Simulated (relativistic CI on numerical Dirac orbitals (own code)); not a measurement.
A ladder of approximations for the levels of Fe³⁺

Calculated with a relativistic CI code on KLI orbitals (one set per configuration, finite nucleus), adding one ingredient at a time: step 1, Dirac-Coulomb, each configuration alone; step 2, with Breit and QED terms; step 3, with configuration mixing; step 4, with scaled Slater integrals (0.85); step 5, with a P86 correlation estimate; step 6, tied to the ionisation limit. P86 is a density functional for the correlation energy, evaluated here for each configuration and added to its levels. Step 6 is semi-empirical: configurations made of the next ion and one excited electron move by 4413 cm⁻¹, so that their limit matches the tabulated ionisation energy, and those with a non-penetrating f or g electron also take the P86 value of the least penetrating other one.

Configuration list (outside the closed core [Ne]): 3s2 3p6 3d5, 3s2 3p6 3d4 4s, 3s2 3p6 3d4 4p, 3s2 3p6 3d4 4d, 3s2 3p6 3d4 5s, 3s2 3p5 3d6, 3s2 3p6 3d4 5p, 3s2 3p6 3d4 4f, 3s2 3p6 3d4 5d, 3s2 3p6 3d3 4s 4p, 3s2 3p6 3d4 5f, 3s 3p6 3d6, 3s2 3p6 3d3 4s2, 3s2 3p6 3d2 4s2 4p, 3s2 3p6 3d2 4s2 4d, 3s2 3p6 3d2 4s2 5s, 3s2 3p6 3d2 4s2 5p, 3s2 3p6 3d3 4p2, 3s2 3p6 3d2 4s 4p2, 3s2 3p6 3d2 4p3, 3s2 3p6 3d2 4p2 4d, 3s2 3p6 3d2 4p2 5s, 3s2 3p6 3d2 4p2 5p.

Computed minus measured energy above the ground level, in cm⁻¹, for 22 of the 50 excited levels that pair in every step (one J of a term; a digit in brackets numbers repeated terms):

| Configuration | Term | J | Measured | Step 1 | Step 2 | Step 3 | Step 4 | Step 5 | Step 6 |
| --- | --- | --- | --- | --- | --- | --- | --- | --- | --- |
| 3s2 3p6 3d5 | 4G | 11/2 | 32246 | 4610 | 4496 | 4329 | -1056 | -1063 | -1067 |
| 3s2 3p6 3d5 | 4P | 5/2 | 35254 | 7107 | 7162 | 6248 | 171 | 170 | 166 |
| 3s2 3p6 3d5 | 4D | 7/2 | 38779 | 7064 | 7042 | 5840 | -627 | -629 | -633 |
| 3s2 3p6 3d5 | 2D(3) | 5/2 | 49542 | 9431 | 9545 | 8089 | -319 | -326 | -334 |
| 3s2 3p6 3d5 | 2F(2) | 7/2 | 51394 | 9438 | 9410 | 8219 | -419 | -426 | -433 |
| 3s2 3p6 3d5 | 4F | 9/2 | 52621 | 9226 | 9185 | 8705 | -438 | -432 | -431 |
| 3s2 3p6 3d5 | 2H | 9/2 | 56058 | 8460 | 8440 | 8432 | -1154 | -1161 | -1166 |
| 3s2 3p6 3d5 | 2G(2) | 7/2 | 57408 | 9312 | 9261 | 8130 | -1402 | -1410 | -1416 |
| 3s2 3p6 3d5 | 2F(1) | 7/2 | 61254 | 10628 | 10584 | 9060 | -1155 | -1161 | -1167 |
| 3s2 3p6 3d5 | 2S | 1/2 | 66720 | 12846 | 12868 | 10224 | -837 | -841 | -847 |
| 3s2 3p6 3d5 | 2G(1) | 9/2 | 82895 | 14014 | 13968 | 12969 | -1231 | -1224 | -1223 |
| 3s2 3p6 3d5 | 2P | 3/2 | 100118 | 18633 | 18671 | 16217 | -909 | -894 | -890 |
| 3s2 3p6 3d4 4s | 6D | 1/2 | 127766 | -2271 | -1909 | -1271 | -3900 | 1862 | 6265 |
| 3s2 3p6 3d4 4s | 4D | 1/2 | 137701 | 431 | 790 | 486 | -3832 | 1939 | 6336 |
| 3s2 3p6 3d4 4s | 4P | 1/2 | 153652 | 2574 | 3000 | 3324 | -3917 | 1848 | 6249 |
| 3s2 3p6 3d4 4s | 4H | 7/2 | 154186 | 27 | 291 | 720 | -6105 | -341 | 4060 |
| 3s2 3p6 3d4 4s | 4F | 3/2 | 156012 | 2228 | 2510 | 2884 | -4499 | 1266 | 5667 |
| 3s2 3p6 3d4 4s | 4G | 5/2 | 158739 | 2305 | 2586 | 2901 | -4895 | 871 | 5272 |
| 3s2 3p6 3d4 4s | 2P | 1/2 | 160016 | 4109 | 4502 | 4360 | -3913 | 1857 | 6254 |
| 3s2 3p6 3d4 4s | 2H | 11/2 | 160779 | 1762 | 1848 | 1902 | -5937 | -170 | 4230 |
| 3s2 3p6 3d4 4s | 2F | 5/2 | 162074 | 3862 | 4122 | 3931 | -4455 | 1315 | 5713 |
| 3s2 3p6 3d4 4s | 2G | 7/2 | 164950 | 3895 | 4124 | 3959 | -4864 | 906 | 5304 |

Mean absolute errors in cm⁻¹, over all paired levels and for the configurations:

| Configuration, levels | Step 1 | Step 2 | Step 3 | Step 4 | Step 5 | Step 6 |
| --- | --- | --- | --- | --- | --- | --- |
| all, 50 | 5394 | 5477 | 5005 | 2981 | 1074 | 3563 |
| 3s2 3p6 3d5, 21 | 10048 | 10038 | 8918 | 769 | 769 | 771 |
| 3s2 3p6 3d4 4s, 29 | 2023 | 2175 | 2171 | 4582 | 1294 | 5584 |

Measured levels: Corliss and Sugar, J. Phys. Chem. Ref. Data 11, 135 (1982). Some J values or terms of the table were assigned by a fit.

**Question.** What does each ingredient do to the ground and the excited configurations, and where is the model closest to experiment?

**Answer.** Terms of the ground configuration are off by 10048 at first, 8918 with mixing and 769 after scaling, which stands in for the correlation that narrows term splittings. Mixing lowers the ground level by 740; relative to it the configurations that move most are 3s2 3p6 3d4 4s by +216. The P86 estimate moves 3s2 3p6 3d4 4s by +5766, and takes the mean absolute error of the excited configurations from 4582 to 1294. Step 6 takes that error from 1294 to 5584; it grows for 3s2 3p6 3d4 4s. The shift fits the limit, so it does little for low levels whose errors differ from those near the limit. The mean absolute error is lowest at step 5 (1074 cm⁻¹), and the largest single drop is from step 3 to 4 (5005 to 2981).
